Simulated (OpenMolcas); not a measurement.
# Nd2+: moving or changing the point charges

Nd2+ among 6 point charges of -1 e arranged as an octahedron (Oh), 2.75 Å from the ion.
```
   2.7500    0.0000    0.0000  -1.00
   0.0000    2.7500    0.0000  -1.00
  -2.7500    0.0000    0.0000  -1.00
   0.0000   -2.7500    0.0000  -1.00
   0.0000    0.0000    2.7500  -1.00
   0.0000    0.0000   -2.7500  -1.00
```

| Item | Value |
| --- | --- |
| Program | OpenMolcas 26.06 |
| Method | CASSCF |
| Basis | ANO-RCC-VTZP [8s7p5d3f2g1h] |
| Scalar Hamiltonian | DKH2, point nucleus |
| Active space | 4 electrons in 7 orbitals (4f) |
| State averaging | 2S+1 = 5 even, 35 roots (32 in the spin-orbit step); 2S+1 = 3 even, 127 roots kept (CI in the orbitals of an earlier block, 106 in the spin-orbit step); 2S+1 = 1 even, 96 roots kept (CI in the orbitals of an earlier block, 31 in the spin-orbit step) |
| Spin-orbit coupling | RASSI with atomic mean-field integrals over the reference wave functions |

Runs around this geometry, states (labels of O, the rotations of Oh). Energies in cm-1 above the lowest state or level, χT in cm3 K/mol.

```json
{"R (Å)": "2.75", "Ground state": "5A1", "First state of that spin": "5T1 27.2", "First gap with spin-orbit (degeneracies)": "103.5 (3, 2)", "Width of lowest J": "159", "χT at 300 K": "1.025"}
{"R (Å)": "2.92", "Ground state": "5A1", "First state of that spin": "5T1 20.6", "First gap with spin-orbit (degeneracies)": "79.9 (3, 2)", "Width of lowest J": "122", "χT at 300 K": "1.030"}
{"R (Å)": "3.22", "Ground state": "5A1", "First state of that spin": "5T1 13.1", "First gap with spin-orbit (degeneracies)": "52.2 (3, 2)", "Width of lowest J": "78", "χT at 300 K": "1.034"}
```

Taking the width of the lowest J multiplet as R^-n, n = -ln(78 / 159) / ln(3.22 / 2.75) = 4.5 between the shortest and longest distance.

High states are left out of the spin-orbit mixing, which shifts the levels that they would mix with. This is an electrostatic model: the charges have no orbitals. A group larger than the point group allows holds several states that coincide in this model. No measured value stands beside these numbers.
